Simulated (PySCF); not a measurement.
C4H5, SMILES [CH2]C#CC, multiplicity 2. Atoms are numbered in the order given.

```xyz
9

C      1.9080     0.1143     0.5207
C      0.5003     0.0296     0.1317
C     -0.6851    -0.0411    -0.1878
C     -2.0150    -0.1205    -0.5477
H      2.4505    -0.8030     0.2421
H      2.0061     0.2457     1.6112
H      2.4021     0.9692     0.0325
H     -2.5736     0.7777    -0.8259
H     -2.5341    -1.0831    -0.5614
```
Charge 0, spin multiplicity 2.

The structure is a stationary point at ωB97X-D3(BJ)/def2-SVP.

The numbers are results of PBE/pcH-1 (PySCF), not measurements.

Unrestricted Kohn–Sham, ⟨S²⟩ = 0.761. Hyperfine tensors hold the contact and dipolar terms, without spin-orbit corrections.

Question: Estimate the hyperfine couplings. (The exact figures need the calculation; the answer reports its results.)

Answer: 
```json
[
 {"nucleus": "13C no. 1", "A(iso) (MHz)": "-17.5", "A(iso) (G)": "-6.3", "dipolar principal values (MHz)": "-1.3, 0.5, 0.8"},
 {"nucleus": "13C no. 2", "A(iso) (MHz)": "34.6", "A(iso) (G)": "12.3", "dipolar principal values (MHz)": "-42.3, -33.4, 75.7"},
 {"nucleus": "13C no. 3", "A(iso) (MHz)": "-56.0", "A(iso) (G)": "-20.0", "dipolar principal values (MHz)": "-13.6, -4.1, 17.7"},
 {"nucleus": "13C no. 4", "A(iso) (MHz)": "53.2", "A(iso) (G)": "19.0", "dipolar principal values (MHz)": "-59.1, -58.4, 117.5"},
 {"nucleus": "1H no. 5", "A(iso) (MHz)": "23.9", "A(iso) (G)": "8.5", "dipolar principal values (MHz)": "-2.5, -2.3, 4.8"},
 {"nucleus": "1H no. 6", "A(iso) (MHz)": "76.3", "A(iso) (G)": "27.2", "dipolar principal values (MHz)": "-3.1, -1.9, 5.0"},
 {"nucleus": "1H no. 7", "A(iso) (MHz)": "20.9", "A(iso) (G)": "7.4", "dipolar principal values (MHz)": "-2.5, -2.3, 4.8"},
 {"nucleus": "1H no. 8", "A(iso) (MHz)": "-48.8", "A(iso) (G)": "-17.4", "dipolar principal values (MHz)": "-26.5, -0.9, 27.4"},
 {"nucleus": "1H no. 9", "A(iso) (MHz)": "-48.8", "A(iso) (G)": "-17.4", "dipolar principal values (MHz)": "-26.5, -0.9, 27.4"}
]
```

Question: And the g tensor (effective nuclear charges for spin-orbit coupling, GIAO)? (The exact figures need the calculation; the answer reports its results.)

Answer: principal values 2.0022, 2.0030, 2.0035; isotropic 2.0029.
